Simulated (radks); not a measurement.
Q: The thallium ion Tl2+, configuration [Xe] 4f14 5d10 6s1. Method: scalar-relativistic Kohn-Sham, BLYP, spin-polarised, spherical densities, finite nucleus; open shells are filled with parallel spins first (spin-orbit coupling, left out, can overturn this in heavy ions); Fermi nuclear charge, rms radius 5.4759 fm; computed with a radial shooting solver on a logarithmic mesh with Libxc functionals. Some entries of the table are withheld. Estimate them.

orbital,occ.,eigenvalue (Ry),<1/r> (bohr^-1),r(max) (bohr)
1s up,1,-6291.974,99.39,0.01003
1s down,1,-6291.972,99.39,0.01003
2s up,1,-1121.458,23.33,0.05815
2s down,1,-1121.458,23.33,0.05815
2p up,3,-965.1503,20.60,0.04832
2p down,3,-965.1496,20.60,0.04832
3s up,1,-268.6690,8.649,0.1639
3s down,1,-268.6679,8.649,0.1639
3p up,3,-223.6575,7.850,0.1638
3p down,3,-223.6565,7.850,0.1638
3d up,5,-176.9116,7.374,0.1334
3d down,5,-176.9107,7.374,0.1334
4s up,1,-60.95691,3.720,0.3689
4s down,1,-60.95525,3.720,0.3689
4p up,3,-46.19577,3.349,0.3889
4p down,3,-46.19387,3.349,0.3889
4d up,5,-28.86463,3.008,0.3954
4d down,5,-28.86241,3.008,0.3954
5s up,1,-10.93087,1.552,0.8075
5s down,1,-10.92714,1.552,0.8076
4f up,7,-9.68561,2.605,0.3578
4f down,7,-9.68314,2.605,0.3578
5p up,3,(1),1.322,0.9041
5p down,3,(2),1.324,0.9041
5d up,5,-2.43405,(3),1.115
5d down,5,-2.41153,(4),1.112
6s up,1,-1.89516,0.5580,2.005
6s down,0,-1.84059,0.5564,2.001

A: 
(1) 5p up eigenvalue (Ry): -6.89960
(2) 5p down eigenvalue (Ry): -6.89359
(3) 5d up <1/r> (bohr^-1): 0.9578
(4) 5d down <1/r> (bohr^-1): 0.9637
